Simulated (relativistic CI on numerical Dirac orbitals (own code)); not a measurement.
**Hg²⁺: 4f photoemission**

Computed with this model: Dirac-Coulomb-Breit CI, orbitals from a KLI potential per configuration, a model potential for QED, valence Slater integrals scaled by 0.7, multiplet model of photoemission in the sudden approximation; configurations [Xe] 4f14 5d10 → [Xe] 4f13 5d10; 300 K; Lorentzian 0.35 eV and Gaussian 0.5 eV FWHM. Energies are those of the free ion, without screening or charge transfer. The energies are binding energies and can lie tens of eV above those of solids. S is read from ⟨S²⟩ = S(S + 1).

Computed curve for free ion, scaled to 100 at the maximum (points under 2 are left out and the grid is thinned):

(Energy (eV), Intensity): (123.5, 2.1), (123.7, 2.8), (123.9, 3.8), (124.0, 4.6), (124.2, 7.0), (124.4, 12.4), (124.6, 25.9), (124.8, 55.1), (125.0, 91.0), (125.1, 100.0), (125.3, 85.0), (125.5, 48.1), (125.7, 22.3), (125.9, 11.1), (126.0, 8.4), (126.2, 5.5), (126.4, 4.0), (126.6, 3.1), (126.8, 2.6), (127.0, 2.4), (127.1, 2.3), (127.3, 2.3), (127.5, 2.4), (127.7, 2.8), (127.9, 3.4), (128.1, 4.6), (128.2, 5.6), (128.4, 9.4), (128.6, 19.0), (128.8, 40.2), (129.0, 67.4), (129.1, 74.8), (129.3, 65.0), (129.5, 37.4), (129.7, 17.4), (129.9, 8.6), (130.1, 5.0), (130.2, 4.0), (130.4, 2.8), (130.6, 2.1)

The ground state has S = 0.00, and the centroid lies at 126.85 eV.
